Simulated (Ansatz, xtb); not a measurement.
Pulling on the Si1–H3 bond in BrH3Si (SMILES [SiH3]Br) (multiplicity 1 held, fragments rigid). Energies count from the point at 1.476 Å.
Geometry at that point (charge 0, multiplicity 1):
```xyz
5

Si    -1.477     0.045     0.018
Br     0.757    -0.023    -0.009
H     -1.903     1.423    -0.294
H     -1.937    -0.349     1.364
H     -1.982    -0.897    -0.999
```

Restricted levels (R-, RO-) in cc, def2 and unpolarised 6-31G sets keep to the state of the molecule at rest. Unrestricted levels (U-) break spin symmetry where that is lower. Curves can end on different states.

Codes used: Ansatz (Gaussian basis) for Hartree–Fock, density functionals and correlated methods; xtb for the GFN methods. Each number belongs to the level named beside it. The GFN methods have no spin term and hold the electronic entropy of 300 K.

### Question
One of these levels gives 95.79 kcal/mol for the energy at R = 4.722 Å. Which one is it?
A. U-wB97X-V/def2-TZVPP
B. R-HF/def2-TZVPP
C. GFN2-xTB

### Answer
A, U-wB97X-V/def2-TZVPP. The others give 107.17 (GFN2-xTB), 173.30 (R-HF/def2-TZVPP)

Doubts at one or more of the structures used: a restricted determinant that unrestricted orbitals would lower (R-HF/def2-TZVPP); a spin-contaminated determinant (U-wB97X-V/def2-TZVPP).

Ansatz is a quantum-chemistry and plane-wave program.
